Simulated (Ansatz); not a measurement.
Reactions of C$_{8}$H$_{16}$ (`CCC1CCCCC1`).

Calculated with Ansatz (gas phase, PBE0-D4/def2-TZVP geometries, no zero-point term in ΔE). CCSD(T)/CBS is the MP2 limit (def2-TZVPP, def2-QZVPP) plus CCSD(T) − MP2 in def2-TZVPP, frozen cores. This one scheme is used for every species. DFT in def2-TZVPP. For Ge outer-core shells are correlated without core-valence functions, which leaves a few kJ/mol of doubt a bond. Scalar relativity is left out up to krypton. One conformer a species, not always the lowest.

| reaction | CCSD(T)/CBS(def2) (kJ/mol) |
| --- | --- |
| `CCC1CCCCC1` + H–F → `FC1CCCCC1` + ethane | 32 |
| `CCC1CCCCC1` + H₂S → CH₃SH + `CC1CCCCC1` | ? |
| `CCC1CCCCC1` + H₂S → `SC1CCCCC1` + ethane | 10 |
| `CCC1CCCCC1` → `C[C@H]1CC[C@H](C)CC1` | ? |
| `CCC1CCCCC1` + `[NH2][GeH2][F]` → `C[NH][GeH2][F]` + `CC1CCCCC1` | 39 |
| `CCC1CCCCC1` + `CCCO` → `CCCOCC` + `C1CCCCC1` | 64 |
| `CCC1CCCCC1` → `CC[C@@H]1CCC[C@H]1C` | 18 |

**Question.** Fill in the missing values. (Estimate.)

**Answer.** Ansatz gave: `CCC1CCCCC1` + H₂S → CH₃SH + `CC1CCCCC1`: +12.2 kJ/mol; `CCC1CCCCC1` → `C[C@H]1CC[C@H](C)CC1`: -10.7 kJ/mol.

Largest T1 diagnostic: 0.011, for `[NH2][GeH2][F]`.
